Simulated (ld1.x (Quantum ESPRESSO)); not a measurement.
Reading a pseudo-wave (B)

Columns: radius, all-electron u(r) and pseudo u(r) of the 2p shell (level -3.56 eV) of boron in the configuration [He] 2s2 2p1; PBEsol, scalar-relativistic, RRKJ scheme, ld1.x (Quantum ESPRESSO) 7.5.

| r (bohr) | all-electron | pseudo |
| --- | --- | --- |
| 0.185 | 0.0763 | 0.0198 |
| 0.370 | 0.2096 | 0.0765 |
| 0.555 | 0.3369 | 0.1630 |
| 0.740 | 0.4406 | 0.2684 |
| 0.925 | 0.5199 | 0.3804 |
| 1.110 | 0.5751 | 0.4863 |
| 1.295 | 0.6085 | 0.5755 |
| 1.480 | 0.6239 | 0.6405 |
| 1.665 | 0.6249 | 0.6779 |
| 1.850 | 0.6152 | 0.6881 |
| 2.035 | 0.5975 | 0.6748 |
| 2.220 | 0.5743 | 0.6440 |
| 2.405 | 0.5472 | 0.6023 |
| 2.590 | 0.5179 | 0.5561 |
| 2.775 | 0.4873 | 0.5103 |
| 2.960 | 0.4564 | 0.4680 |
| 3.145 | 0.4257 | 0.4304 |
| 3.330 | 0.3958 | 0.3971 |
| 3.515 | 0.3671 | 0.3672 |
| 3.700 | 0.3397 | 0.3397 |
| 3.885 | 0.3138 | 0.3138 |
| 4.070 | 0.2894 | 0.2894 |
| 4.255 | 0.2666 | 0.2666 |
| 4.440 | 0.2453 | 0.2453 |
| 4.625 | 0.2256 | 0.2256 |
| 4.810 | 0.2073 | 0.2073 |

How many radial nodes do the two functions have?

The all-electron 2p function has n − l − 1 = 0; the pseudo-wave has 0.

At about which radius was the pseudo-wave matched?

3.70 bohr, where the columns begin to agree (steps of 0.18 bohr).

Is the pseudo-wave norm-conserving?

Yes: the RRKJ scheme keeps the norm inside the radius equal to the all-electron one, which fixes the energy derivative of the logarithmic derivative at the level.
